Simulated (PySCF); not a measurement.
Harmonic spectrum computed at PBE0 in the def2-SVP basis family (core potentials from Rb on, PySCF, no spin–orbit coupling):

```json
{"symmetry": "e", "ω (cm⁻¹)": "188", "IR (km/mol, summed over degenerate members)": "0.0"}
{"symmetry": "a1", "ω (cm⁻¹)": "191", "IR (km/mol, summed over degenerate members)": "2.7"}
{"symmetry": "a2", "ω (cm⁻¹)": "444", "IR (km/mol, summed over degenerate members)": "0.0"}
{"symmetry": "e", "ω (cm⁻¹)": "508", "IR (km/mol, summed over degenerate members)": "195"}
{"symmetry": "e", "ω (cm⁻¹)": "683", "IR (km/mol, summed over degenerate members)": "389"}
{"symmetry": "a1", "ω (cm⁻¹)": "710", "IR (km/mol, summed over degenerate members)": "5.2"}
{"symmetry": "e", "ω (cm⁻¹)": "742", "IR (km/mol, summed over degenerate members)": "443"}
{"symmetry": "a1", "ω (cm⁻¹)": "760", "IR (km/mol, summed over degenerate members)": "5.3"}
{"symmetry": "e", "ω (cm⁻¹)": "3785", "IR (km/mol, summed over degenerate members)": "173"}
{"symmetry": "a1", "ω (cm⁻¹)": "3796", "IR (km/mol, summed over degenerate members)": "143"}
```

Task: Which molecule gave it? In each, all ligands are bound to the one heavy central atom.
A. Zr(OH)₃ (doublet)
B. Re(OH)₃ (triplet)
C. W(OH)₃ (quartet)
D. Mo(OH)₃ (quartet)

Result: B. It has C3v symmetry with O–H 0.970 Å (×3), Re–O 1.858 Å (×3).
